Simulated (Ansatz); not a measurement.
C₂H₄BrGaO, relaxed with RKS PBE-D4/def2-SVP in Ansatz from a rough embedded geometry. The force threshold is 0.03 eV/Å; the program also tests the step.

Total charge 0; spin multiplicity 1. The bonds changed during the relaxation, so this is another structure than the one it started from.

Start:

```xyz
9

O     0.150   -0.376    1.591
C     0.364    0.050    0.223
Br    2.181   -0.302   -0.262
C    -0.521   -0.774   -0.712
Ga   -0.014    0.905   -1.438
H     0.106    0.530    2.031
H    -0.501   -1.824   -0.495
H    -1.579   -0.380   -0.592
H    -0.186    2.171   -0.345
```

Task: How much energy does the relaxation release, and in how many steps? (Best estimate.)

Result: Ansatz gave: 69.20 kcal/mol, in 24 steps, 4 of them rejected.

Task: Which bonds change most? (Best estimate.)

Result: Computed: C2–C4 from 1.528 to 1.371 Å; O1–C2 from 1.449 to 1.337 Å; C4–H8 from 1.136 to 1.101 Å; Ga5–H9 from 1.681 to 1.711 Å.

Task: Give the relaxed structure. (An estimate is asked.)

Result: The calculation gave: 
```xyz
9

O    -0.109    0.063    1.638
C     0.267   -0.373    0.432
Br    2.167   -0.489    0.101
C    -0.599   -0.900   -0.491
Ga   -0.446    1.302   -1.703
H     0.406    0.868    1.852
H    -0.242   -1.544   -1.303
H    -1.671   -0.913   -0.239
H     0.228    1.986   -0.287
```
